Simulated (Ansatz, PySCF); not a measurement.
C4H6F2, SMILES F[C@H]1C[C@@H](F)C1. Atoms are numbered in the order given.

```xyz
12

F      0.0000    -2.1430    -0.3990
C      0.0000    -1.0563     0.4265
C     -1.0766     0.0000     0.1656
C      0.0000     1.0563     0.4265
F      0.0000     2.1430    -0.3990
C      1.0766     0.0000     0.1656
H      0.0000    -1.4198     1.4676
H     -1.9967     0.0000     0.7657
H     -1.3267     0.0000    -0.9060
H      0.0000     1.4198     1.4676
H      1.3267     0.0000    -0.9060
H      1.9967     0.0000     0.7657
```

Geometry optimised at PBE0-D3(BJ)/def2-SVP. The structure was generated by enumeration; whether it is a known compound was not checked.

Two levels are set side by side: PBE-D3(BJ)/def2-SVP (Ansatz, an electronic-structure program) and PBE0-D3(BJ)/def2-SVP (Ansatz). Each level has its own optimised geometry; the coordinates shown are those of the second. Frequencies come from the Hessian of PySCF at each geometry. Differences are taken from unrounded values.

```tsv
quantity	PBE0-D3(BJ)
mean bond length (Å)	1.288
bond F1–C2 (Å)	1.365
bond C2–C3 (Å)	1.531
bond C2–C6 (Å)	1.531
bond C3–C4 (Å)	1.531
bond C4–F5 (Å)	1.365
bond C4–C6 (Å)	1.531
bond C2–H7 (Å)	1.103
bond C3–H8 (Å)	1.099
bond C3–H9 (Å)	1.100
bond C4–H10 (Å)	1.103
bond C6–H11 (Å)	1.100
bond C6–H12 (Å)	1.099
highest harmonic wavenumber (cm⁻¹)	3179
mean harmonic wavenumber (cm⁻¹)	1408
zero-point energy (kcal/mol)	60.40
```

**Question.** What does PBE-D3(BJ) give, and how far is it from PBE0-D3(BJ)? (The exact figures need the calculation; the answer reports its results.)

**Answer.** 
```tsv
quantity	PBE-D3(BJ)	PBE-D3(BJ) minus PBE0-D3(BJ)
mean bond length (Å)	1.299	0.011
bond F1–C2 (Å)	1.380	0.015
bond C2–C3 (Å)	1.542	0.012
bond C2–C6 (Å)	1.542	0.012
bond C3–C4 (Å)	1.542	0.012
bond C4–F5 (Å)	1.380	0.015
bond C4–C6 (Å)	1.542	0.012
bond C2–H7 (Å)	1.112	0.009
bond C3–H8 (Å)	1.107	0.008
bond C3–H9 (Å)	1.108	0.008
bond C4–H10 (Å)	1.112	0.009
bond C6–H11 (Å)	1.108	0.008
bond C6–H12 (Å)	1.107	0.008
highest harmonic wavenumber (cm⁻¹)	3088	-91
mean harmonic wavenumber (cm⁻¹)	1357	-52
zero-point energy (kcal/mol)	58.18	-2.22
```

GGA bonds tend to be longer and softer than those of functionals with exact exchange. Differences between two approximate levels are no errors against the true value.
